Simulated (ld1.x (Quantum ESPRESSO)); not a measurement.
**As TM: all-electron and pseudo phase curves**

```
Element                 : As
Generator               : ld1.x (Quantum ESPRESSO) 7.5
Type                    : norm-conserving Troullier–Martins (Kleinman–Bylander form)
Functional              : PW91
Relativity              : scalar-relativistic
Frozen core             : [Ar] 3d10
Valence charge          : 5
Reference configuration : 4s2 4p2 (charge +1)
Partial waves           : 4s (bound): rc 1.20 bohr; 4p (bound): rc 1.22 bohr
Local potential         : all-electron potential smoothed inside 1.10 bohr (lloc = -1)
Core correction         : Bessel-smoothed model core inside 0.60 bohr
```

The phase is arctan(r·u′/u) with u = r·R(r), unwrapped; energies in Ry, scanned from -4 to 5 Ry. A pole is an energy at which the radial function vanishes at the test radius. The pseudo phase is shifted by a multiple of π to meet the all-electron one at the reference energy, and phase errors are pseudo minus all-electron; the curves can meet again beyond the range given. Levels narrower than the energy grid can be missing from the lists of poles.

For each channel, where are the poles, and over which energies does the pseudopotential scatter like the atom?

```tsv
channel	radius (bohr)	reference energy (Ry)	poles, all-electron	poles, pseudo	unbroken range about the reference energy with phases within 0.05 rad	phase error 1 Ry above the reference energy (rad)
s	1.35	-1.72	none	none	-3.3 to 0.0	+0.017
p	1.35	-0.99	none	2.24	below 0.1	-0.035
```

Note: ghost states, extra bound levels that the all-electron valence spectrum of the same l lacks: s at -56.3 eV, d at -6.1 eV. A true bound ghost makes a file unfit for plane-wave use.

Phases in the s channel:

| E (Ry) | all-electron | pseudo |
| --- | --- | --- |
| -4.00 | 1.055 | 1.427 |
| -3.52 | 1.006 | 1.081 |
| -3.04 | 0.944 | 0.972 |
| -2.56 | 0.866 | 0.876 |
| -2.08 | 0.766 | 0.768 |
| -1.60 | 0.636 | 0.636 |
| -1.12 | 0.466 | 0.472 |
| -0.64 | 0.248 | 0.268 |
| -0.16 | -0.010 | 0.031 |
| 0.32 | -0.283 | -0.222 |
| 0.80 | -0.534 | -0.461 |
| 1.28 | -0.740 | -0.665 |
| 1.76 | -0.901 | -0.829 |
| 2.24 | -1.023 | -0.958 |
| 2.72 | -1.118 | -1.058 |
| 3.20 | -1.192 | -1.138 |
| 3.68 | -1.251 | -1.203 |
| 4.16 | -1.299 | -1.255 |
| 4.64 | -1.339 | -1.299 |
